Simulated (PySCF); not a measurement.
NMR data simulated for an unnamed compound:

1H NMR (400 MHz, computed): δ 7.35 (m, 1H), 7.23 (m, 1H), 5.98 (m, 1H), 5.38 (m, 1H), 4.85 (m, 1H), 4.82 (m, 1H), 0.50 (br s, 2H).

13C{1H} NMR (computed): δ 185.3 (C), 155.3 (CH), 149.9 (CH), 113.9 (CH).

Computational details: PBE0/pcSseg-1 with gauge-including orbitals, geometry: GFN2-xTB, in PySCF 2.14 (a single conformation, relativity neglected, one averaged value for each set of equivalent atoms, isolated molecule).

Referencing at the same level of theory: TMS for 1H (σref 31.72) and 13C (σref 186.93).

Question: Which of these does the molecule contain: a carboxylic acid, a Si–H bond, an OH group, an S-methyl group, an NH or NH2 group, a non-aromatic C=C double bond?

Answer: 
- A carboxylic acid: no.
- A Si–H bond: yes (δH 5.38 (m)).
- An OH group: no.
- An S-methyl group: no.
- An NH or NH2 group: yes (δH 0.50 (br s)).
- A non-aromatic C=C double bond: yes.

The data belong to SMILES N[Si@@H]1C=C[SiH2]C=C1F, C₄H₈FNSi₂; they needn't prove each group on their own.

Carbon signals by region: 1 in the far downfield region (above 160 ppm), 3 in the sp2 and nitrile region (100–160 ppm). Above 160 ppm: 185.3, fully substituted alkene carbon.

Exchangeable OH/NH protons stand at their gas-phase positions; hydrogen bonding in a real sample shifts them, mostly to higher δ. Splittings by 19F in the carbon and heteronuclear signals aren't shown, as no couplings were computed. Shifts are as computed. Against solution values, carbons near 30 ppm lie about +3 ppm off and those near 130 ppm about +5 ppm. Of 1211 compounds with measured shifts, 218 miss one by over three times the rms of a fit or turn the order of signals round; such compounds aren't used in these exercises. Multiplicities follow the n + 1 count of equivalent neighbours, as no J values were calculated; m marks all less simple cases, F and P coupling included.
